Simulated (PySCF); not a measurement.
A small calculation by hand: oscillator strength and radiative lifetime

Se(H)(OMe) (CH4OSe), SMILES CO[SeH].

The structure is a stationary point at PBE0-D3(BJ)/def2-TZVP. One conformer was computed; it need not be the lowest.

TDA-M06-2X/def2-SVPD (PySCF) puts the first singlet state with f over 0.02 at 5.64 eV (vertical), with the transition dipole (0.148, -0.367, 0.172) in atomic units.

Q: Find the oscillator strength, the wavelength and the radiative lifetime that this transition would have in vacuum if emission retraced absorption.

A: 
|μ|² = 0.1862 au, so |μ| = 1.10 D. ΔE = 5.64/27.211 = 0.2073 hartree. f = (2/3) ΔE |μ|² = 0.026 (the program prints 0.026).
λ = 1239.84/5.64 = 220 nm; ν = 45490 cm⁻¹.
Einstein's coefficient A = 0.6670 ν² f s⁻¹ (ν in cm⁻¹) = 3.6e7 s⁻¹, so τ = 1/A = 28 ns. This state is S3; the lower singlets have f = 0.002, 0.005. The figure is the radiative limit of this one transition; relaxation, internal conversion, crossing to triplets and a medium change what is measured.
